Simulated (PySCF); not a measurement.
# A run with a changed setting

The sound run of [Yb(H2O)]3+ (singlet in the valence; each metal's 4f electrons, 13 of them, lie in its core potential, out of spins and levels) uses PySCF 2.14.0, RKS B3LYP, Yb lcecp-1-SVP with ECP59, O def2-SVP, H def2-SVP; non-relativistic Hamiltonian with scalar-relativistic core potentials where named; density fitting; no spin-orbit coupling, grid (50, 194), threshold 1e-8 and 55 cycles at the relaxed geometry:
```xyz
4

Yb    0.0000    0.0000   -0.0516
O     0.0000    0.0000    2.0772
H     0.7849    0.0000    2.7111
H    -0.7849    0.0000    2.7111
```
This run, with dm0 from free metal ions and neutral atoms, differs:

```python
mol = gto.M(atom='''
Yb     0.00000     0.00000    -0.05157
O      0.00000     0.00000     2.07723
H      0.78491    -0.00000     2.71112
H     -0.30062     0.00000     1.00655''',
    basis={'Yb': 'lcecp-1-SVP', 'O': 'def2-SVP', 'H': 'def2-SVP'},
    ecp={'Yb': 'lcecp-1-SVP'},
    charge=3, spin=0)
mf = dft.RKS(mol, xc='B3LYP')
mf.grids.atom_grid = (50, 194)  # f atoms: unpruned, at least (60, 302)
mf = mf.density_fit()  # fitting sets: Yb AutoAux, O def2-universal-JKFIT, H def2-universal-JKFIT
mf.conv_tol = 1e-08; mf.max_cycle = 69
mf.kernel(dm0)
mf.nuc_grad_method().kernel()
```

Q: What was changed, and how did it end?

A: One atom was put far too close to the first. It converged in 12 cycles, 15.534 eV from the sound run, largest force component 40.57 eV/Å. The cycle limit differs too. These settings are unsound on purpose: the numbers aren't the compound's.
```
init E= -104.49924246863
cycle= 1 E= -110.913693195295  delta_E= -6.41  |g|= 3.52  |ddm|= 3.45
cycle= 2 E= -96.3464585334042  delta_E= 14.6  |g|= 4.24  |ddm|= 6.33
cycle= 3 E= -112.433633122253  delta_E= -16.1  |g|= 2.36  |ddm|= 6.05
cycle= 4 E= -112.939376190997  delta_E= -0.506  |g|=    2  |ddm|= 1.22
cycle= 5 E= -113.597719323301  delta_E= -0.658  |g|= 1.06  |ddm|= 0.911
...
cycle= 10 E= -113.842519565061  delta_E= -6.05e-06  |g|= 0.000491  |ddm|= 0.0045
cycle= 11 E= -113.842519625182  delta_E= -6.01e-08  |g|= 0.000197  |ddm|= 0.000863
cycle= 12 E= -113.842519634967  delta_E= -9.79e-09  |g|= 4.94e-05  |ddm|= 0.00022
Extra cycle  E= -113.842519631253  delta_E= 3.71e-09  |g|= 0.00014  |ddm|= 0.000151
converged SCF energy = -113.842519631253
```

Run from Python with OMP_NUM_THREADS=2; the lines above give its settings.
It took 1.4 s on 2 threads of Arm Neoverse V1, on a shared host.

An lcecp potential fixes the number of 4f electrons, so in runs with it no electron can move into or out of that shell.
